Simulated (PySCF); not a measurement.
Molecule: `N1=C(C#N)N=NC=C1`, C4H2N4.

Bonds (- single, = double, # triple, : aromatic): N1#C2, C2-C3, C3:N4, N4:C5, C5:C6, C6:N7, N7:N8, N8:C3. C5 carries H9; C6 carries H10.

Frames of a GFN2-xTB Langevin trajectory at 200 K; GIAO PBE0/pcSseg-1 shieldings in PySCF 2.14.0 with density-fitted response routines, gas phase, non-relativistic; equivalent atoms averaged within each frame.

Chemical shifts δ = σref − σ; ¹⁵N (σref 267.73) against NH3; TMS for ¹³C (σref 186.93) and ¹H (σref 31.72), all at this level. The references are static minima.

Problem. How do the shifts (ppm) fluctuate along the trajectory?

Solution. 
```csv
time (fs),N7,N8,N4,N1,C3,C6,C5,C2,H10,H9
optimised geometry,497.7,460.6,344.6,322.8,154.0,155.2,152.4,120.7,9.69,8.79
250,488.9,450.0,364.3,328.8,158.7,155.7,155.4,121.8,10.18,8.75
425,442.8,428.5,342.7,316.0,147.6,150.1,149.0,117.6,9.28,7.84
625,466.6,427.5,348.8,319.5,148.5,153.4,160.1,123.1,9.67,9.25
800,488.6,485.9,345.3,321.4,161.0,148.0,151.4,119.1,9.50,9.17
1000,470.8,437.2,369.4,325.0,153.4,152.5,158.1,123.2,9.13,9.37
mean of frames,471.5,445.8,354.1,322.1,153.9,151.9,154.8,121.0,9.55,8.88
standard deviation,19.0,24.2,12.0,4.9,6.0,3.0,4.6,2.5,0.41,0.63
```

5 frames give an uncertainty of the mean of about the standard deviation over 2.2 at best, since frames this close in time may not be independent; classical motion lacks zero-point vibration, and the reference would need the same averaging.
